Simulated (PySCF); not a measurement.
`BNBF` (B2FH4N). Method used: PBE0-D3(BJ)/def2-SVP geometry optimisation, gas phase in PySCF.

```
atom  x, y, z in Å
B1     1.2542    0.2872   -0.0902
N2     0.0098   -0.3611   -0.2613
B3    -1.2408    0.1079    0.2289
F4    -2.3291   -0.6115   -0.0151
H5     2.2510   -0.2103   -0.5569
H6     1.2887    1.3272    0.5208
H7    -0.0096   -1.2369   -0.7784
H8    -1.3358    1.1325    0.8541
```

What is the longest distance between nuclei?

F4···H5, 4.63 Å; the next longest distance is 4.14 Å.

How far are the heavy atoms from their best plane (unweighted least squares)?

0.001 Å rms; none is more than 0.001 Å off.

Work out the bond lengths B1–N2, B1–H5, B1–H6, N2–B3, N2–H7, B3–F4, B3–H8 in pm.

For B1–N2 the difference vector is (-1.2444, -0.6483, -0.1711) Å, of length 1.4135 Å. B1–N2 141.4; B1–H5 120.8; B1–H6 120.7; N2–B3 142.3; N2–H7 101.7; B3–F4 132.7; B3–H8 120.4 pm.

Where is the centre of mass (commonest isotopes), and what is the radius of gyration?

Mass 59.051 u; centre at (-0.707, -0.191, -0.040) Å; Rg = √(Σ m r²/M) = 1.497 Å. As Ia + Ib + Ic = 2 Σ m r², the three principal moments sum to 264.6 u·Å².

What are the angles N2–B1–H6, H5–B1–H6, B1–N2–H7, B1–N2–B3, N2–B3–F4, F4–B3–H8?

From the scalar product of the two bond vectors; for N2–B1–H6 it is -0.8217 Å² over 1.4135 × 1.2067 Å², cos θ = -0.4817. N2–B1–H6 118.8°; H5–B1–H6 121.8°; B1–N2–H7 118.2°; B1–N2–B3 125.5°; N2–B3–F4 118.6°; F4–B3–H8 119.5°.

Give the dihedral angles B1–N2–B3–H8, H6–B1–N2–H7, H7–N2–B3–H8, H7–N2–B3–F4, H5–B1–N2–H7, H6–B1–N2–B3.

B1–N2–B3–H8 0° (synperiplanar); H6–B1–N2–H7 180° (antiperiplanar); H7–N2–B3–H8 180° (antiperiplanar); H7–N2–B3–F4 0° (synperiplanar); H5–B1–N2–H7 0° (synperiplanar); H6–B1–N2–B3 0° (synperiplanar). Dihedral signs follow IUPAC: positive where, seen along the central bond, the front bond turns clockwise onto the rear one.

Stationary, but not proved a minimum. The numbers are those of one conformer.

Time: 14 s of wall time. Hardware: Arm Neoverse V1, one thread, no GPU, shared host. This is the geometry optimisation.
